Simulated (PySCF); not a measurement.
# Hartree-Fock beside MP2: AlCFH3

Calculated results; nothing here was measured. The program is PySCF 2.14.0, an open-source quantum chemistry code, run on an isolated molecule that a program drew, which may never have been made. The molecule is AlCFH3 (charge 0, doublet), drawn as the SMILES string `[CH2][AlH][F]`.

The geometry was optimised and harmonic frequencies were computed with HF and MP2, all in the cc-pV(D+d)Z basis, for the commonest isotopes, with a restricted reference for singlets and an unrestricted one otherwise, and a frozen core in MP2. Each result is a local minimum of its method.

Geometry at the HF minimum:
```xyz
6
AlCFH3, angstrom
C     0.0990   -1.1644   -0.0369
Al   -1.7933   -1.4752   -0.0583
F    -2.7648   -0.3903    0.7316
H     0.8221   -1.8169   -0.5249
H     0.5724   -0.3200    0.4618
H    -2.4991   -2.6822   -0.7686
```

Lengths of the bonds as drawn, in Å (atoms numbered as above):
```
bond,HF,MP2
C1-Al2,1.918,1.923
Al2-F3,1.657,1.676
C1-H4,1.089,1.099
C1-H5,1.089,1.099
Al2-H6,1.568,1.570
```

Rotational constants, in GHz:
```
constant     HF    MP2
       A   27.1  26.97
       B  6.278  6.164
       C  5.097  5.017
```

Harmonic frequencies in cm^-1, each column in rising order, so a row needn't be the same motion in every method:
```
rank    HF   MP2
   1   220   213
   2   223   215
   3   503   487
   4   614   583
   5   649   636
   6   717   699
   7   751   720
   8   879   858
   9  1481  1400
  10  2040     ?
  11  3244  3169
  12  3329  3265
```

**Estimate the missing MP2 frequency from the HF column.**

A single factor s that minimises the squared misfit of MP2 against s times HF over the other rows is sum(HF x MP2) / sum(HF^2) = 0.9750, with an rms misfit of 16 cm^-1. For rank 10 it gives 0.9750 x 2040 = 1989 cm^-1. The calculation gives 2011 cm^-1, 22 cm^-1 above the estimate. The drawn bonds are on average 0.7 % longer in MP2 than in HF.
